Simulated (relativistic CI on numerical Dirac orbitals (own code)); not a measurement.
## Forbidden transitions in Cl+

Calculated at this level of theory: Dirac-Coulomb-Breit CI, separate exchange-only KLI orbitals for each configuration, QED by a radiative potential, valence Slater integrals scaled by 0.85, P86 correlation estimate, and configurations built on the next ion tied to the tabulated ionisation energy (semi-empirical) (own radial code, finite nucleus).

CI space (outside the closed core [Ne]): 3s²3p⁴, 3s3p⁵, 3s²3p³4s, 3s²3p³3d, 3s²3p³4p, 3s²3p³5s, 3s²3p³4d, 3s²3p³4f, 3p⁶, 3s²3p²3d², 3s3p⁴3d, 3s²3p³5p, 3s²3p²4s², 3s²3p³5d, 3s²3p²3d4s, 3s²3p³5f, 3s²3p³5g, 3s²3p²4s4p, 3s²3p²3d4p, 3p⁴3d², 3s²3p²4p², 3s3p⁴4s. Levels of other configurations are missing.

```
λ vac (Å)               Lower               Upper  Type   A (s⁻¹)  E lower (cm⁻¹)  E upper (cm⁻¹)
   8378.2      3s²3p⁴ ³P2 [1]      3s²3p⁴ ¹D2 [4]    M1  1.09e-01             0.0         11935.7
   8889.1      3s²3p⁴ ³P1 [2]      3s²3p⁴ ¹D2 [4]    M1  3.05e-02           686.0         11935.7
  15256.4  3s²3p³3d ³D°3 [18]  3s²3p³3d ³F°4 [28]    E2  1.99e-03        122663.4        129218.0
  15256.4  3s²3p³3d ³D°3 [18]  3s²3p³3d ³F°4 [28]    M1  6.56e-03        122663.4        129218.0
   145778      3s²3p⁴ ³P2 [1]      3s²3p⁴ ³P1 [2]    M1  7.24e-03             0.0           686.0
   338940      3s²3p⁴ ³P1 [2]      3s²3p⁴ ³P0 [3]    M1  1.38e-03           686.0           981.0
```

Terms are leading LS components. Brackets give the number of a level in order of energy, since labels repeat. The list gives strong lines, with weight on those to low levels, without configurations that were not tied to measured data, among the lowest 213 of 926 levels, so that lines to higher ones, which can be the strongest, are missing, and without lines across small gaps between configurations, and without 7 lines that miss the measured interval by over 3.5 %, start from a term whose rates miss tabulated ones by over 60 %, have gauges far apart or, lacking measured levels, span too small a gap for the errors found; lines with a level outside our table were not tested and can miss by more. Levels whose partners in the same complex of configurations lie outside the list can be far off, and so can their lines. Rates are taken at the computed energies, electric ones in the length gauge.

Configurations that consist of the next ion and one excited electron were tied to the tabulated ionisation energy; Rydberg ones are usually within 1,000 to 3,000 cm⁻¹ and the lowest ones within about 6,000 (9,000 in d shells), while levels on excited terms of the next ion carry the error of that term, and the other configurations can be misplaced by 10,000 cm⁻¹ or more. Rates follow the energies as ν³ (E1, M1) or ν⁵ (E2), so rates, branching and lifetimes can be off by large factors. The fine structure of a lone outer electron comes out too small, for d and f at times inverted, and misplaced configurations move strength between like terms. 73 of the 74 excited levels that our extract of the measured tables holds in this range could be paired (the sources list more); they are missed by 2030 cm⁻¹ on average and 9070 at most, and levels without a partner can miss by more.

From the table, what is the radiative lifetime of 3s²3p⁴ ¹D2?

The listed rates from this level add up to about 1.39e-01 s⁻¹, 99 % of its decay; with all channels τ = 7.15e+00 s.
